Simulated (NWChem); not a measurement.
System: GaH2S2F; SMILES [SH][Ga]([SH])[F]

Input file for NWChem:

```
start job
memory heap 200 mb stack 900 mb global 1100 mb
geometry units angstroms noautoz
  Ga    -0.251641    -0.006829     0.000720
  F     -1.998324     0.109114     0.000542
  S      0.843139     1.888848     0.001886
  H     -0.305117     2.603399     0.002155
  S      0.602444    -2.018807    -0.000301
  H      1.871463    -1.552267     0.000128
end
basis spherical
  * library def2-svp
end
dft
  xc b3lyp
  iterations 150
  vectors input atomic output neutral.movecs
end
task dft energy
charge 1
dft
  odft
  mult 2
  vectors input atomic output cation.movecs
end
task dft energy
```

All runs use the structure optimised with PBE0/def2-SVP.

Ions are spin-unrestricted doublets at the neutral geometry; other ion states weren't tried.

Q: Predict the main results of this run. (B3LYP/def2-SVP, vertical spin-unrestricted ions.) Quantities: vertical ionisation energy, ΔSCF (eV); −ε(HOMO) (eV).

A: 
```yaml
vertical ionisation energy, ΔSCF (eV): 9.81
"−ε(HOMO) (eV)": 7.49
```
